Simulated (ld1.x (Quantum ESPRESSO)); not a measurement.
# Configuration tests for V (TM)

- Element: V (Z = 23)
- Generator: ld1.x (Quantum ESPRESSO) 7.5
- Type: norm-conserving Troullier–Martins (Kleinman–Bylander form)
- Functional: PBE
- Relativity: fully relativistic
- Frozen core: [Ne] 3s2
- Valence charge: 11
- Reference configuration: 3p6 3d3 4s2 4p0
- Partial waves: 4s (bound): rc 2.45 bohr; 3p (bound): rc 1.15 bohr; 3d (bound): rc 1.40 bohr
- Local potential: the d channel
- Core correction: a·sin(br)/r model core inside 0.70 bohr

Open shells are filled in proportion to 2j + 1 (rel_dist='average').

Energies are relative to the spin-unpolarised reference configuration 3p6 3d3 4s2 4p0; without spin polarisation the order of configurations can differ from experiment. Not all tests gave a result: 1 of 7 tests not solved or not reliable. Left out of the table: 3p5 3d3 4s2 4p0 (solver errors, printed error -15.0 eV). The d channel is local and has no spin–orbit splitting in the pseudo-atom.

```tsv
valence configuration	charge	ΔE all-electron (eV)	error AE − PS (meV)
3p6 3d3 4s1 4p0	+1	7.735	-3.3
3p6 3d3 4s0 4p0	+2	22.031	-32
3p6 3d2 4s0 4p0	+3	50.928	+77
3p6 3d4 4s0 4p0	+1	7.197	-130
```

Question: What are ΔE and the potential's error for 3p6 3d3 4s1 4p1?

Answer: ΔE = 3.347 eV all-electron; the error (AE − PS) is -29 meV.

Question: What are ΔE and the potential's error for 3p6 3d3.5 4s1.5 4p0?

Answer: ΔE = 0.055 eV all-electron; the error (AE − PS) is -16 meV.

These tests converged, but a pseudo level misses the all-electron one widely, so the file describes the atom poorly there or has found another state: 3p6 3d2 4s0 4p0: empty 4s by 5.0 eV (a node warning on the way).

Note: ghost state, extra bound levels that the all-electron valence spectrum of the same l lacks: s at -223.5 eV. A true bound ghost makes a file unfit for plane-wave use.
